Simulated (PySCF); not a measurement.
# Simulated absorption spectrum

Compound: C4H12O2Si.
InChI=1S/C4H12O2Si/c1-4(3-5)6-7-2/h4-5H,3,7H2,1-2H3/t4-/m0/s1

Theory: TDDFT B3LYP/def2-SVPD, vertical, gas phase, core orbitals frozen in the response (PySCF 2.14.0, density-fitted response routines). Isolated species at its GFN2-xTB geometry (one conformer only). Torsions of this conformer, `[CH3:1][SiH2:2][O:3][C@@H:4]([CH3:5])[CH2:6][OH:7]`: C1–Si2–O3–C4 -175°, Si2–O3–C4–C5 -158°, O3–C4–C6–O7 59°, H–O7–C6–C4 59°.

Computed states:

```csv
state,E (eV),f
S1,6.55,0.0047
S2,7.02,0.055
S3,7.19,0.021
S4,7.41,0.034
S5,7.56,0.031
S6,7.65,0.013
S7,7.71,0.025
S8,7.72,0.055
```

Each state is given a Gaussian of 0.3 eV full width at half maximum, with ε(max) = 2.175×10⁸ f / Δν̃ (Δν̃ the width in cm⁻¹). The width is an assumption, not a result. The curve ends short of the highest state used, and states not computed would add to its high-energy end.

**Question.** What does the envelope look like, and where are its maxima?

**Answer.** 
```tsv
E (eV)	ε (L mol⁻¹ cm⁻¹)
6.10	1
6.13	2
6.17	5
6.20	11
6.24	24
6.27	40
6.31	76
6.34	114
6.38	181
6.41	240
6.45	319
6.48	371
6.52	418
6.55	430
6.59	417
6.63	389
6.66	379
6.70	423
6.73	534
6.77	837
6.80	1212
6.84	1925
6.87	2602
6.91	3611
6.94	4361
6.98	5202
7.01	5628
7.05	5856
7.08	5781
7.12	5435
```

Maxima: 189 nm (6.55 eV), ε about 430, made up of S1 (99%); 176 nm (7.05 eV), ε about 5900, made up of S2 (81%) and S3 (18%) (ε in L mol⁻¹ cm⁻¹; maxima over ε = 5, shares over 10%).

**Question.** What would ε be at 7.05 eV, the highest of these maxima, with half the width (0.15 eV)?

**Answer.** About 9050 L mol⁻¹ cm⁻¹ against 5860, a factor of about 1.5; a lone state at its own centre would give exactly 2.

**Question.** Coming from long wavelengths, where does ε first pass 100 L mol⁻¹ cm⁻¹?

**Answer.** At about 196 nm (6.33 eV), 0.22 eV below S1.

**Question.** On this curve, what absorbance would a 10⁻⁵ mol/L sample give at 193 nm over a 1 cm path?

**Answer.** 193 nm is 6.424 eV, where ε is about 270 L mol⁻¹ cm⁻¹, so A = ε c l ≈ 0.0027 (Beer–Lambert, with the gas-phase spectrum and the assumed width).

Without π bonds the low states are Rydberg-like; a valence basis with one diffuse set may place them up to an eV too high.
